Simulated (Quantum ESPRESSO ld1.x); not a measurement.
Task: Species: the dysprosium ion Dy21+. Configuration: [Ar] 3d10 4s1.5 4p6 4d9 4f0.5 (fractional occupations, a model configuration). All-electron calculation, scalar-relativistic Kohn-Sham, LDA (Slater exchange, Perdew-Wang correlation), spin-polarised, spherical densities, point nucleus; open shells are filled with parallel spins first. Program: ld1.x of Quantum ESPRESSO 7.5. Some entries of the table are withheld. Estimate them.

orbital,occ.,eigenvalue (eV),<r> (bohr),<1/r> (bohr^-1)
1s up,1,-54205.6,0.02113,74.52
1s down,1,-54205.1,0.02113,74.52
2s up,1,-9522.41,0.08984,17.31
2s down,1,-9521.39,0.08984,17.31
2p up,3,-8518.68,0.07949,16.09
2p down,3,-8517.80,0.07949,16.09
3s up,1,-2580.79,0.2343,6.383
3s down,1,-2579.52,0.2342,6.385
3p up,3,-2272.61,0.2329,5.987
3p down,3,-2271.31,0.2329,5.989
3d up,5,-1876.51,0.2115,5.678
3d down,5,-1875.18,0.2114,5.680
4s up,1,(1),0.5060,2.840
4s down,0.5,(2),0.5062,2.838
4p up,3,-835.903,0.5266,2.648
4p down,3,-832.638,0.5269,2.646
4d up,5,-690.605,(3),2.431
4d down,4,-687.433,(4),2.429
4f up,0.5,-531.477,0.5421,2.162
4f down,0,-528.480,0.5428,2.161

Result: 
(1) 4s up eigenvalue (eV): -943.308
(2) 4s down eigenvalue (eV): -939.956
(3) 4d up <r> (bohr): 0.5436
(4) 4d down <r> (bohr): 0.5442
